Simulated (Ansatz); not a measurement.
# Competing steps

Reactants: CH₅GaO ([CH3][GaH][OH]) (brackets give SMILES or just the links). Saddle points were found for several chosen steps; others may exist. Gas-phase electronic energies, without zero-point energy, by CCSD(T) at an estimated basis limit (MP2 extrapolated from triple and quadruple zeta, plus CCSD(T) − MP2 in triple zeta); Ansatz 0.2.0, def2-TZVPP and QZVPP, frozen cores, on PBE0-D4/def2-TZVP structures. Extrapolation: Hartree–Fock as exp(−7.88 √X), correlation as X^−2.97. No counterpoise correction.

**Question.** Rank the steps by the energy of their saddle points, lowest first, and give each saddle's height above the lowest. (An estimate is asked for; the value comes from the calculation.)
A. 1,1-elimination, to CH₃Ga ([CH3][Ga]) + H₂O (breaks or loosens Ga–H, Ga–O; forms H–O)
B. 1,2-elimination, to GaHO ([O][GaH]) + CH₄ (breaks or loosens C–Ga, H–O; forms C–H)

**Answer.** The calculation gives: A (0.00 kcal/mol), B (10.39 kcal/mol). Heights count from the lowest.

The lowest of these saddles lies at 60.60 kcal/mol relative to the reactant.

**Question.** Does the lowest of these saddles lead to the lowest end structure (the products still in contact)? (Judge from chemistry; the calculation decides.)

**Answer.** Computed: Yes. Relative to the reactant, the ends lie at 25.55 (CH₃Ga ([CH3][Ga]) + H₂O); 40.87 (GaHO ([O][GaH]) + CH₄) kcal/mol.

T1 diagnostic: at most 0.024. The restricted Hartree–Fock reference is unstable towards an unrestricted one at one or more of these structures. The filled d shells of Ga are correlated in sets not built for that, so values that involve them are less sure.

For scale, one of the runs: CCSD(T)/def2-TZVPP, 180 basis functions, launched by `ansatz run in.yaml --threads 2 --pin off --events-out ev --progress --plain --max-ram 4352MiB`. Time: 51 s of wall clock on 2 CPU threads of an Intel Xeon Platinum 8259CL; the host was shared. Peak host memory: 1.8 GiB.
